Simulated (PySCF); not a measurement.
A species of formula C4H7FO2Si has this rotational fingerprint, computed with CAM-B3LYP/def2-SVPD in PySCF (dipole) on a GFN2-xTB geometry, gas phase:

| Quantity | Value |
| --- | --- |
| Rotational constants | A = 4617, B = 989.3, C = 885.3 MHz |
| Dipole components | \|μa\| = 1.99 D, \|μb\| = 1.57 D, \|μc\| = 0.88 D |
| Inertial defect | -49.49 u·Å² |
| κ | -0.94 |

Problem. Which structure is it? (One computed conformer of each.)
A. `[O:1]=[C:2]1[CH2:3][O:4][C@@H:5]([CH2:6][F:7])[SiH2:8]1` with O4–C5–C6–F7 86°, O1–C2–C3–O4 -163°, C2–C3–O4–C5 -43°, C3–O4–C5–C6 -78°, O4–C5–Si8–C2 -26°
B. `[CH3:1][O:2][C:3]1=[CH:4][Si@H:5]([F:6])[CH2:7][O:8]1` with C1–O2–C3–C4 178°
C. `[O:1]=[C:2]([OH:3])[SiH2:4]/[CH:5]=[CH:6]/[CH2:7][F:8]` with O1–C2–O3–H 0°, O1–C2–Si4–C5 -109°, C2–Si4–C5–C6 120°, C5–C6–C7–F8 1°
D. `[CH3:1][C:2]1=[C:3]([F:4])[CH2:5][O:6][SiH2:7][O:8]1` with C2–C3–C5–O6 19°, C3–C5–O6–Si7 -30°, C5–O6–Si7–O8 22°, O6–Si7–O8–C2 0°

Solution. B. It is COC1=C[Si@H](F)CO1, a near-prolate asymmetric top, point group C1. The candidates at the same level (rigid rotor, commonest isotopes):

```tsv
SMILES	A (MHz)	B (MHz)	C (MHz)	μa (D)	μb (D)	μc (D)	Δ (u·Å²)	point group	rotor
O=C(O)[SiH2]/C=C/CF	3256	682.6	639.2	1.43	1.01	0.49	-104.95	C1	near-prolate asymmetric top
COC1=C[Si@H](F)CO1	4617	989.3	885.3	1.99	1.57	0.88	-49.49	C1	near-prolate asymmetric top
CC1=C(F)CO[SiH2]O1	2721	1595	1038	0.48	0.52	0.36	-15.49	C1	asymmetric top
O=C1CO[C@@H](CF)[SiH2]1	2445	1433	1346	2.96	0.28	1.83	-183.89	C1	asymmetric top
```

`CC1=C(F)CO[SiH2]O1` has B 61 % too high; `O=C1CO[C@@H](CF)[SiH2]1` has C 52 % too high; `O=C(O)[SiH2]/C=C/CF` has B 31 % too low. No structure here is proved a minimum.
